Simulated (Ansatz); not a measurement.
Two isomers of C4H10Si: A = `C=CCC[SiH3]`, B = `[SiH3]C1CCC1`.

Calculated with Ansatz (gas phase, PBE0-D4/def2-TZVP geometries, no zero-point term in ΔE). CBS: MP2 limit from def2 TZ/QZ plus the TZ coupled-cluster correction, frozen cores. DFT in def2-TZVPP. B3LYP here is the variant with VWN-RPA as its local correlation; programs differ in this. Each species was taken in one conformer, which may not be the lowest.

(1) Which isomer does CCSD(T)/CBS put lower? Give the gap. (Best estimate.)

(2) Give E(B) − E(A) in kcal/mol with PBE0-D4, r2SCAN-D4, B2PLYP, HF/def2-TZVPP, CCSD/def2-TZVPP, B3LYP-D4, ωB97M-V. (Estimate.)

Largest T1 diagnostic: 0.010.

## Answers

(1) Computed: A, by 4.7 kcal/mol.

(2) Ansatz gave: PBE0-D4 1.4, r2SCAN-D4 4.4, B2PLYP 6.1, HF/def2-TZVPP 8.4, CCSD/def2-TZVPP 4.2, B3LYP-D4 7.1, ωB97M-V 3.4. None reverses the order clearly.

From PBE to PBE0 (25 % exact exchange), in def2-TZVPP and without D4, E(B) − E(A) moves by −1.7 kcal/mol. In def2-TZVPP, CCSD(T) changes the Hartree–Fock value by −4.1 kcal/mol (the triples alone add +0.1 kcal/mol) and MP2 by −6.0 kcal/mol.
